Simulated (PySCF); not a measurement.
C₄H₁₁NSi, SMILES C/C(=C/[SiH3])CN. Atoms are numbered in the order given.

```xyz
17

C     -0.7918    -2.2864     0.8553
C     -0.3763    -0.9185     0.3859
C      0.7737    -0.6742    -0.2684
Si     1.4772     0.9893    -0.8037
C     -1.3430     0.1937     0.7390
N     -1.1044     1.3826    -0.0630
H     -0.0263    -3.0443     0.6381
H     -1.7376    -2.5986     0.3771
H     -0.9806    -2.2884     1.9441
H      1.4173    -1.5425    -0.4615
H      1.6295     1.9996     0.2833
H      2.8854     0.6576    -1.2242
H      0.8609     1.5987    -2.0196
H     -2.3819    -0.1916     0.6709
H     -1.1972     0.4511     1.8045
H     -1.4443     2.2311     0.3849
H     -1.5507     1.3114    -0.9763
```

Geometry optimised at B3LYP-D3(BJ)/def2-SVP. The structure was generated by enumeration; whether it is a known compound was not checked. The values are those of a single conformer.

Computed with SMD-PBE0/6-31G* (PySCF).

Solvation free energies are E(SMD) − E(gas) at the gas-phase geometry, for 1 M in both phases. In vacuum the dipole moment is 3.64 D.

Computed solvation free energies in water, acetone, n-hexane:
```csv
solvent,ΔG(solv) (kcal/mol),its non-electrostatic (CDS) part,dipole (D)
water,-1.5,4.6,4.93
acetone,-6.2,-0.4,4.85
n-hexane,-3.6,-1.4,4.08
```
